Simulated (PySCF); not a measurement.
Isomers of C4H13FOSi3, one GFN2-xTB conformer each. Single-point energies are computed at PBE0/pcSseg-1 (PySCF, gas phase, no added dispersion term), electronic only.

```csv
SMILES,GFN2-xTB relative energy (kJ/mol)
C[SiH](C)[SiH2][C@@H](F)[SiH2]C=O,461.6
C[SiH2][Si@@H](C)[SiH2][C@@H](F)C=O,404.4
FC[C@@H]1C[Si@H](C[SiH3])O[SiH2]1,1.4
CC[SiH2]O/C([SiH3])=C/[SiH2]F,0.0
C[SiH](C)[SiH2][C@H](C=O)[SiH2]F,184.7
FC/C=C/[SiH2][C@H]([SiH3])O[SiH3],226.0
```

Conformers: `[CH3:1][SiH:2]([CH3:3])[SiH2:4][C@@H:5]([F:6])[SiH2:7][CH:8]=[O:9]` with C1–Si2–Si4–C5 -62°, Si2–Si4–C5–F6 57°, Si4–C5–Si7–C8 70°, C5–Si7–C8–O9 -2°; `[CH3:1][SiH2:2][Si@@H:3]([CH3:4])[SiH2:5][C@@H:6]([F:7])[CH:8]=[O:9]` with C1–Si2–Si3–C4 54°, Si2–Si3–Si5–C6 38°, Si3–Si5–C6–F7 -55°, Si5–C6–C8–O9 73°; `[F:1][CH2:2][C@@H:3]1[CH2:4][Si@H:5]([CH2:6][SiH3:7])[O:8][SiH2:9]1` with F1–C2–C3–C4 179°, C4–Si5–C6–Si7 -54°, C2–C3–C4–Si5 -158°, C3–C4–Si5–C6 140°, C4–Si5–O8–Si9 -6°, Si5–O8–Si9–C3 -11°; `[CH3:1][CH2:2][SiH2:3][O:4]/[C:5]([SiH3:6])=[CH:7]/[SiH2:8][F:9]` with C1–C2–Si3–O4 176°, C2–Si3–O4–C5 180°, Si3–O4–C5–Si6 178°, C5–C7–Si8–F9 176°; `[CH3:1][SiH:2]([CH3:3])[SiH2:4][C@H:5]([CH:6]=[O:7])[SiH2:8][F:9]` with C1–Si2–Si4–C5 98°, Si2–Si4–C5–C6 -53°, Si4–C5–C6–O7 -21°, Si4–C5–Si8–F9 174°; `[F:1][CH2:2]/[CH:3]=[CH:4]/[SiH2:5][C@H:6]([SiH3:7])[O:8][SiH3:9]` with F1–C2–C3–C4 -145°, C3–C4–Si5–C6 -127°, C4–Si5–C6–Si7 59°, Si5–C6–O8–Si9 -122°.

Task: What does PBE0/pcSseg-1 give for the same structures?

Result: 
```tsv
SMILES	PBE0/pcSseg-1 E (Eh)	PBE0/pcSseg-1 (kJ/mol)	GFN2-xTB (kJ/mol)	point group
FC[C@@H]1C[Si@H](C[SiH3])O[SiH2]1	-1203.07918	0.0	1.4	C1
C[SiH](C)[SiH2][C@H](C=O)[SiH2]F	-1203.06453	38.5	184.7	C1
CC[SiH2]O/C([SiH3])=C/[SiH2]F	-1203.04769	82.7	0.0	near Cs
C[SiH2][Si@@H](C)[SiH2][C@@H](F)C=O	-1202.98368	250.8	404.4	C1
C[SiH](C)[SiH2][C@@H](F)[SiH2]C=O	-1202.96834	291.0	461.6	C1
FC/C=C/[SiH2][C@H]([SiH3])O[SiH3]	-1202.95612	323.1	226.0	C1
```

GFN2-xTB puts CC[SiH2]O/C([SiH3])=C/[SiH2]F lowest instead; measured from each level's own lowest isomer, the values differ by up to 170.6 kJ/mol (C[SiH](C)[SiH2][C@@H](F)[SiH2]C=O: 461.6 against 291.0). As drawn, the highest has a C=C bond outside aromatic rings, which the lowest lacks.

Task: Which frontier levels, dipoles and rotational constants go with these structures?

Result: 
| SMILES | HOMO (eV, PBE0/pcSseg-1) | LUMO (eV) | dipole (D) | A, B, C (MHz) |
| --- | --- | --- | --- | --- |
| FC[C@@H]1C[Si@H](C[SiH3])O[SiH2]1 | -8.10 | 0.40 | 2.45 | 1655, 533.8, 510.7 |
| C[SiH](C)[SiH2][C@H](C=O)[SiH2]F | -7.81 | -1.27 | 1.70 | 1920, 476.4, 459.3 |
| CC[SiH2]O/C([SiH3])=C/[SiH2]F | -7.41 | -0.75 | 2.58 | 1496, 402.5, 322.1 |
| C[SiH2][Si@@H](C)[SiH2][C@@H](F)C=O | -7.54 | -1.16 | 2.88 | 1262, 570.0, 478.8 |
| C[SiH](C)[SiH2][C@@H](F)[SiH2]C=O | -7.10 | -1.59 | 0.97 | 1572, 484.5, 423.2 |
| FC/C=C/[SiH2][C@H]([SiH3])O[SiH3] | -7.40 | -0.61 | 1.81 | 1450, 390.2, 364.0 |
